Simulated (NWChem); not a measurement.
System: SiH₃Cl; SMILES [SiH3]Cl

NWChem printed, in part:

```
             Northwest Computational Chemistry Package (NWChem) 7.3.0
             --------------------------------------------------------

 C3V symmetry detected

                             Geometry "geometry" -> ""
                             -------------------------

 Output coordinates in angstroms (scale by  1.889725989 to convert to a.u.)

  No.       Tag          Charge          X              Y              Z
 ---- ---------------- ---------- -------------- -------------- --------------
    1 Si                  14.0000    -0.00000000    -0.00000000    -0.99134826
    2 Cl                  17.0000     0.00000000    -0.00000000     1.07642174
    3 H                    1.0000     0.99632614     0.99632614    -1.47343126
    4 H                    1.0000    -1.36100682     0.36468068    -1.47343126
    5 H                    1.0000     0.36468068    -1.36100682    -1.47343126

 Effective nuclear repulsion energy (a.u.)      85.7469330851

      Symmetry information
      --------------------

 Group name             C3v
 Group number             17
 Group order               6
 No. of unique centers     3

                                Z-matrix (autoz)
                                --------

 Units are Angstrom for bonds and degrees for angles

      Type          Name      I     J     K     L     M      Value
      ----------- --------  ----- ----- ----- ----- ----- ----------
    1 Stretch                  1     2                       2.06777
    2 Stretch                  1     3                       1.48921
    3 Stretch                  1     4                       1.48921
    4 Stretch                  1     5                       1.48921
    5 Bend                     2     1     3               108.88793
    6 Bend                     2     1     4               108.88793
    7 Bend                     2     1     5               108.88793
    8 Bend                     3     1     4               110.04816
    9 Bend                     3     1     5               110.04816
   10 Bend                     4     1     5               110.04816

  xc_inp: hfexch multiplicative factor not found.

                           NWChem Geometry Optimization
                           ----------------------------

 maximum gradient threshold         (gmax) =   0.000450
 rms gradient threshold             (grms) =   0.000300
 maximum cartesian step threshold   (xmax) =   0.001800
 rms cartesian step threshold       (xrms) =   0.001200
 fixed trust radius                (trust) =   0.300000
 source of zmatrix                         =   autoz

          -------------------
          Energy Minimization
          -------------------

 Using diagonal initial Hessian
 Scaling for Hessian diagonals: bonds = 1.00  angles = 0.25  torsions = 0.10

          --------
          Step   0

                                 NWChem DFT Module
                                 -----------------

 Summary of "ao basis" -> "ao basis" (spherical)
 ------------------------------------------------------------------------------
       Tag                 Description            Shells   Functions and Types
 ---------------- ------------------------------  ------  ---------------------
 Si                          sto-3g                  5        9   3s2p
 Cl                          sto-3g                  5        9   3s2p
 H                           sto-3g                  1        1   1s

      Symmetry analysis of basis
      --------------------------

        a1         11
        a2          0
        e          10

  Rotation of axis

            General Information
            -------------------
          SCF calculation type: DFT
          Wavefunction type:  closed shell.
          No. of atoms     :     5
          No. of electrons :    34
           Alpha electrons :    17
            Beta electrons :    17
          Charge           :     0
          Spin multiplicity:     1
          Use of symmetry is: on ; symmetry adaption is: on
          Maximum number of iterations: 150
          AO basis - number of functions:    21
                     number of shells:    13
          Convergence on energy requested:  1.00D-06
          Convergence on density requested:  1.00D-05
          Convergence on gradient requested:  5.00D-04

              XC Information
              --------------
                     Hartree-Fock (Exact) Exchange  1.000

      Superposition of Atomic Density Guess
      -------------------------------------

 Sum of atomic energies:        -741.40225936

      Non-variational initial energy
      ------------------------------

[...]

      ----------------------
      Optimization converged
      ----------------------

  Step       Energy      Delta E   Gmax     Grms     Xrms     Xmax
  ---- ---------------- -------- -------- -------- -------- --------
@    4    -741.97803495 -6.2D-07  0.00001  0.00000  0.00038  0.00125
                                     ok       ok       ok       ok

                                Z-matrix (autoz)
                                --------

 Units are Angstrom for bonds and degrees for angles

      Type          Name      I     J     K     L     M      Value     Gradient
      ----------- --------  ----- ----- ----- ----- ----- ---------- ----------
    1 Stretch                  1     2                       2.08835   -0.00001
    2 Stretch                  1     3                       1.42250    0.00000
    3 Stretch                  1     4                       1.42250    0.00000
    4 Stretch                  1     5                       1.42250    0.00000
    5 Bend                     2     1     3               107.68068   -0.00000
    6 Bend                     2     1     4               107.68068   -0.00000
    7 Bend                     2     1     5               107.68068   -0.00000
    8 Bend                     3     1     4               111.20087    0.00000
    9 Bend                     3     1     5               111.20087    0.00000
   10 Bend                     4     1     5               111.20087    0.00000

                         Geometry "geometry" -> "geometry"
                         ---------------------------------

 Output coordinates in angstroms (scale by  1.889725989 to convert to a.u.)

  No.       Tag          Charge          X              Y              Z
 ---- ---------------- ---------- -------------- -------------- --------------
    1 Si                  14.0000     0.00000000     0.00000000    -1.02549535
    2 Cl                  17.0000     0.00000000    -0.00000000     1.06284970
    3 H                    1.0000     0.95834539     0.95834539    -1.45752489
    4 H                    1.0000    -1.30912414     0.35077876    -1.45752489
    5 H                    1.0000     0.35077876    -1.30912414    -1.45752489

 Effective nuclear repulsion energy (a.u.)      86.0395202031

      Symmetry information
      --------------------

 Group name             C3v
 Group number             17
 Group order               6
 No. of unique centers     3

                Final and change from initial internal coordinates
                --------------------------------------------------

                                Z-matrix (autoz)
                                --------

 Units are Angstrom for bonds and degrees for angles

[...]

 Rotational Constants
 --------------------
 A=   3.035426 cm-1  (  4.367203 K)
 B=   0.216478 cm-1  (  0.311456 K)
 C=   0.216478 cm-1  (  0.311456 K)

 Temperature                      =   298.15K
 frequency scaling parameter      =   1.0000

 Zero-Point correction to Energy  =   20.733 kcal/mol  (  0.033041 au)
 Thermal correction to Energy     =   22.729 kcal/mol  (  0.036221 au)
 Thermal correction to Enthalpy   =   23.321 kcal/mol  (  0.037165 au)

 Total Entropy                    =   59.155 cal/mol-K
   - Translational                =   38.461 cal/mol-K (mol. weight =  65.9693)
   - Rotational                   =   19.763 cal/mol-K (symmetry #  =        3)
   - Vibrational                  =    0.931 cal/mol-K

 Cv (constant volume heat capacity) =    8.861 cal/mol-K
   - Translational                  =    2.979 cal/mol-K
   - Rotational                     =    2.979 cal/mol-K
   - Vibrational                    =    2.902 cal/mol-K

[normal modes left out]

 ----------------------------------------------------------------------------
 Normal Eigenvalue ||           Projected Infra Red Intensities
  Mode   [cm**-1]  || [atomic units] [(debye/angs)**2] [(KM/mol)] [arbitrary]
 ------ ---------- || -------------- ----------------- ---------- -----------
    1       -0.000 ||    0.002418           0.056         2.357       0.492
    2       -0.000 ||    0.000003           0.000         0.003       0.001
    3        0.000 ||    0.002393           0.055         2.333       0.487
    4        0.000 ||    0.002803           0.065         2.732       0.570
    5        0.000 ||    0.000228           0.005         0.223       0.046
    6        0.000 ||    0.002584           0.060         2.519       0.525
    7      646.804 ||    0.028923           0.667        28.196       5.880
    8      796.494 ||    0.066566           1.536        64.892      13.532
    9      796.494 ||    0.066566           1.536        64.892      13.532
   10     1154.107 ||    0.363713           8.391       354.565      73.941
   11     1193.710 ||    0.090812           2.095        88.528      18.462
   12     1193.711 ||    0.090812           2.095        88.528      18.462
   13     2870.259 ||    0.003357           0.077         3.272       0.682
   14     2929.289 ||    0.008335           0.192         8.126       1.695
   15     2929.289 ||    0.008335           0.192         8.126       1.695
 ----------------------------------------------------------------------------
```

Level: Hartree-Fock/STO-3G. 

Question: Which NWChem input produces such a log?

Answer: This is not unique; one that fits is the input that was run:
```
start job
memory heap 200 mb stack 900 mb global 1100 mb
geometry units angstroms
  Si     0.000000     0.000000    -0.959954
  Cl     0.000000     0.000000     1.107816
  H     -0.787225    -1.168593    -1.442037
  H      1.405643    -0.097461    -1.442037
  H     -0.618418     1.266053    -1.442037
end
basis spherical
  * library sto-3g
end
dft
  xc hfexch
  iterations 150
end
driver
  maxiter 120
end
task dft optimize
task dft freq
```
